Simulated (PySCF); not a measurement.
## ORD: `[SiH3]/C1=C\CCCCCC1`, C8H16Si

Geometry (Å), atoms numbered from 1 in this order:
```xyz
25

Si    2.1908   -0.3013    1.1169
C     1.1783   -0.4660   -0.4569
C     0.7078    0.5837   -1.1558
C     0.3858    1.9099   -0.5738
C    -1.1053    1.8048   -0.1703
C    -1.5060    0.5390    0.6068
C    -1.7263   -0.7814   -0.1821
C    -0.7216   -1.9345   -0.0117
C     0.6030   -1.8110   -0.7959
H     2.9362    0.9926    1.1615
H     1.3728   -0.4028    2.3705
H     3.1787   -1.4254    1.1499
H     0.1897    0.3660   -2.1032
H     0.5203    2.7511   -1.2733
H     0.9978    2.1155    0.3201
H    -1.3683    2.6921    0.4303
H    -1.7239    1.8673   -1.0833
H    -0.7870    0.3670    1.4262
H    -2.4556    0.7814    1.1113
H    -1.8491   -0.5575   -1.2565
H    -2.7025   -1.1867    0.1309
H    -0.4954   -2.0473    1.0637
H    -1.2146   -2.8758   -0.3097
H     0.3891   -1.8726   -1.8778
H     1.2634   -2.6571   -0.5431
```

Method: PySCF 2.14.0, TDDFT CAM-B3LYP/def2-SVPD circular dichroism and optical rotation, one conformer, gas phase. Geometry: PBE0-D3(BJ)/def2-SVP.

States above about 8.0 eV (minus the energy of the highest occupied orbital) lie near or above the ionisation threshold and depend on the basis. No stereocentre is labelled: unless the shape is locked (an allene, a helicene, a hindered biaryl), the mirror image is equally populated and a measured rotation or CD is zero.

Give the optical rotatory dispersion at 633, 589.3, 546, 436, 405, 365, 355 nm.

[α] in deg dm⁻¹ (g/mL)⁻¹:
```csv
λ (nm),origin-invariant length gauge,modified velocity gauge,length gauge (centre of mass),isotropic polarisability (au)
633,+354.8,+351.2,+356.0,122.5
589.3,+424.6,+420.1,+426.1,123.0
546,+518.0,+512.3,+519.9,123.7
436,+988.0,+974.8,+991.5,126.4
405,+1254.8,+1236.9,+1259.4,127.6
365,+1819.4,+1791.1,+1826.3,129.9
355,+2026.8,+1994.4,+2034.4,130.6
```

And for the mirror image at 589.3 nm?

-424.6 deg dm⁻¹ (g/mL)⁻¹ (origin-invariant length gauge): the same size and the opposite sign.

What is the molar rotation [Φ] = [α]·M/100 of the geometry above at 589.3 nm?

With M = 140.30 g/mol, +595.8 deg cm² dmol⁻¹ (origin-invariant length gauge).

The first excitation lies at 5.75 eV (215 nm) with R = +141.2 × 10⁻⁴⁰ esu² cm² (velocity form).
